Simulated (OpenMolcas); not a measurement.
# Fe⁺: thermal populations, worked from levels

```yaml
Program: OpenMolcas
Basis: ANO-RCC-VQZP [7s6p4d3f2g1h]
Scalar_Hamiltonian: DKH2, point nucleus
Active_space: 7 electrons in 11 orbitals (3d 4s 4d)
State_averaging: 2S+1 = 6 even, 5 roots; 2S+1 = 4 even, 12 roots kept (CI in the orbitals of an earlier block)
Spin-orbit_coupling: RASSI with atomic mean-field integrals over the reference wave functions, term energies averaged over their components
```

Methods: CASSCF; SS-CASPT2, IPEA 0.25 Eh, imaginary shift 0.1 Eh (closed shells correlated: 3s 3p). Measured levels: NIST Handbook of Basic Atomic Spectroscopic Data.

**Thermal populations.** Z = Σ (2J + 1) exp(-E/kT) with k = 0.695035 cm-1/K, over the levels below. No other level of either list lies under 7580 cm-1, which is above 7 kT at each temperature.

```tsv
Level	2J + 1	SS-CASPT2	measured
3d⁶ 4s ⁶D_9/2	10	0.0	0.0
3d⁶ 4s ⁶D_7/2	8	352	385
3d⁶ 4s ⁶D_5/2	6	627	668
3d⁶ 4s ⁶D_3/2	4	824	863
3d⁶ 4s ⁶D_1/2	2	942	977
3d⁷ ⁴F_9/2	10	5630	1873
3d⁷ ⁴F_7/2	8	6140	2430
3d⁷ ⁴F_5/2	6	6540	2838
3d⁷ ⁴F_3/2	4	6820	3117
```

```csv
T (K),"Z, SS-CASPT2","Z, measured levels","Ground level (%), SS-CASPT2","Ground level (%), measured levels"
300,11.874,11.590,84.2,86.3
1000,18.998,19.603,52.6,51.0
```

At 1000 K, kT = 695 cm-1, and the computed levels give Z = 10.000 + 4.821 + 2.434 + 1.222 + 0.516 + 0.003 + 0.001 + 0.000 + 0.000 = 18.998.

CASPT2 does not keep the components of a term degenerate, so their means are used; among the terms shown or strongly mixed into the levels shown the widest spread is 430 cm-1 (3d⁷ ⁴F, SS-CASPT2). Terms from blocks run as CI alone lack orbitals of their own. Active for correlation alone: 4d; no level in the range computed is led by a configuration that fills it, so any true level of that kind is missing. Without dynamic correlation excited terms often stand tens of per cent too high (terms of higher spin than the ground term too low), and those without a measured partner can miss by more than the paired ones (holds for CASSCF). Measured partners are found by configuration, term and J. A level has none where our copy of the source lacks it or the pairing is in doubt (some pairs that miss far off the trend of their configuration count as doubtful), and it then counts in no deviation. Only configurations of the active space appear.
